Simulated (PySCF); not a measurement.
Predicted microwave data (PBE0-D3(BJ)/def2-SVP geometry optimisation, gas phase (PySCF)) for one isomer of C4H3F3:

```
Rotational constants : A = 5341, B = 1662, C = 1644 MHz
Dipole components    : |μa| = 2.38 D, |μb| = 0.73 D, |μc| = 0.00 D
Inertial defect      : -91.23 u·Å²
κ                    : -0.99
```

**Question.** Which structure is it? (One computed conformer of each.)
A. `C(=CC(F)(F)F)=C`
B. `C#CCC(F)(F)F`
C. `[CH2:1]=[CH:2][C:3]([F:4])=[C:5]([F:6])[F:7]` with C1–C2–C3–F4 0° (1,1,2-trifluorobuta-1,3-diene)

**Answer.** A. It is C=C=CC(F)(F)F, a near-prolate asymmetric top, point group Cs. The candidates at the same level (rigid rotor, commonest isotopes):

| SMILES | A (MHz) | B (MHz) | C (MHz) | μa (D) | μb (D) | μc (D) | Δ (u·Å²) | point group | rotor |
| --- | --- | --- | --- | --- | --- | --- | --- | --- | --- |
| C=CC(F)=C(F)F | 4921 | 1910 | 1376 | 0.75 | 1.02 | 0.00 | 0.00 | Cs | asymmetric top |
| C#CCC(F)(F)F | 5234 | 1763 | 1732 | 1.28 | 1.33 | 0.00 | -91.33 | Cs | near-prolate asymmetric top |
| C=C=CC(F)(F)F | 5341 | 1662 | 1644 | 2.38 | 0.73 | 0.00 | -91.23 | Cs | near-prolate asymmetric top |

`C#CCC(F)(F)F` has B 6 % too high; `C=CC(F)=C(F)F` has C 16 % too low. In the right answer the mirror of this Cs structure is the ab plane, so μc vanishes by symmetry (the 0.01 D computed is a residue). No structure here is proved a minimum.
